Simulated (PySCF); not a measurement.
**Be⁺ (beryllium, charge +1) across methods**

[He] 2p1, 2P determinant (an excited configuration). All numbers are calculated (PySCF 2.14, the non-relativistic Hamiltonian (point nucleus), in aug-cc-pVDZ (4s3p2d, 23 functions)). The B2PLYP total includes its PT2 part (frozen core); its orbital energies are those of the SCF part.

| method | E (hartree) | mean ε 1s α (eV) | mean ε 1s β (eV) | mean ε 2p α (eV) | Σ⟨r²⟩ (bohr²) | ⟨S²⟩ |
| --- | --- | --- | --- | --- | --- | --- |
| LDA | -13.9822 | -116.42 | -116.14 | -10.680 | 7.155 | 0.750 |
| r2SCAN0 | -14.1893 | -125.57 | -125.35 | -11.819 | 7.095 | 0.750 |
| wB97X | -14.2027 | -125.72 | -125.67 | -13.828 | 7.167 | 0.750 |
| revPBE | -14.2036 | -118.35 | -118.10 | -10.955 | 7.106 | 0.750 |
| UHF | -14.12901 | -140.38 | -140.08 | -14.106 | 7.353 | 0.750 |
| r2SCAN | -14.1932 | -120.47 | -120.27 | -11.000 | 7.064 | 0.750 |
| PBE0 | -14.1720 | -123.90 | -123.61 | -11.795 | 7.126 | 0.750 |
| B2PLYP | -14.1789 | -130.33 | -130.08 | -12.624 | 7.127 | 0.750 |

Question: Estimate the same row for PBE.

Answer: E (hartree) = -14.1687; mean ε 1s α (eV) = -118.16; mean ε 1s β (eV) = -117.87; mean ε 2p α (eV) = -10.915; Σ⟨r²⟩ (bohr²) = 7.095; ⟨S²⟩ = 0.750.
